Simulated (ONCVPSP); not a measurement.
O: excitation energies, all-electron against ONCV

```
Element                 : oxygen (O)
Generator               : ONCVPSP 4.0.1
Type                    : optimised norm-conserving Vanderbilt (ONCV)
Functional              : PBE
Relativity              : scalar-relativistic
Frozen core             : [He]
Valence charge          : 6
Reference configuration : 2s2 2p4
Partial waves           : 2s: rc 0.85 bohr, ncon 4, nbas 8, qcut 9.8 1/bohr, 1 projector; 2p: rc 1.45 bohr, ncon 4, nbas 7, qcut 10.5 1/bohr, 1 projector; d scattering state at 0.15 Ha: rc 1.10 bohr, ncon 3, nbas 7, qcut 9.3 1/bohr, 2 projectors, debl 2.6 Ha
Local potential         : polynomial inside 0.55 bohr (lpopt 5, dvloc0 4 Ha)
Core correction         : Teter function, fcfact 2.75, rcfact 1.6
```

Energies are relative to the spin-unpolarised reference configuration 2s2 2p4; without spin polarisation the order of configurations can differ from experiment.

```csv
valence configuration,charge,ΔE all-electron (eV),error AE − PS (meV)
2s2 2p3,+1,16.431,+10
2s2 2p2,+2,50.016,+115
2s2 2p1,+3,103.885,+539
```

(1) What are ΔE and the potential's error for 2s1 2p5?

Levels in the configuration 2s2 2p3:

```csv
level,all-electron (eV),pseudo (eV)
2s,-39.664,-39.677
2p,-24.450,-24.415
```

Results:

(1) ΔE = 14.950 eV all-electron; the error (AE − PS) is +8.4 meV.
